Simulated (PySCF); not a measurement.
SMILES C#CCB(O)O at its GFN2-xTB optimised geometry (Å):

```
11

C      0.5943    -1.9290     0.7651
C     -0.0417    -0.9848     0.3972
C     -0.8236     0.1553    -0.0333
B     -0.0191     1.5494     0.0000
O      1.3231     1.5494     0.0000
O     -0.6605     2.7527     0.0000
H      1.1607    -2.7527     1.0809
H     -1.7215     0.2142     0.5905
H     -1.1616    -0.0322    -1.0580
H      1.7215     2.4206     0.0088
H     -1.6157     2.7396    -0.0008
```

Level of theory: PySCF with B3LYP/def2-TZVP. Cells within 0.4 Å of a nucleus heavier than hydrogen are left out (blank, or x).

Map of the HOMO−1 amplitude (bohr^(-3/2)) on the plane z = 1.0 Å; orbital energy -7.27 eV, overall sign arbitrary:

```
|222222222222222222222222222|
|222222222222222222222222222|
|222222222222222222222222222|
|222222222222222222222222222|
|222222222222222222222222222|
|222222222222222222222222222|
|222222222222222222222222222|
|222222222222222222222222222|
|222222111112222222222222222|
|222221111111122222222222222|
|222211111111122222222222222|
|222211110001122222222222222|
|222211100001222222222222222|
|222211110012333222222222222|
|222211111123554222222222222|
|222221111235785322112222222|
|222222222235897421111222222|
|222222222234799621111222222|
|22222222223458xx21111122222|
|222222222223456411111122222|
|222222222222333211111222222|
|222222222222222211111222222|
|222222222222222211112222222|
|222222222222222221222222222|
|222222222222222222222222222|
|222222222222222222222222222|
|222222222222222222222222222|
```
Scale: ten equal steps from -0.053 (start of '0') to 0.203 (end of '9'), in the order '0123456789'; x runs from -5.00 to 5.00, y from -5.00 (bottom) to 5.00 (top).
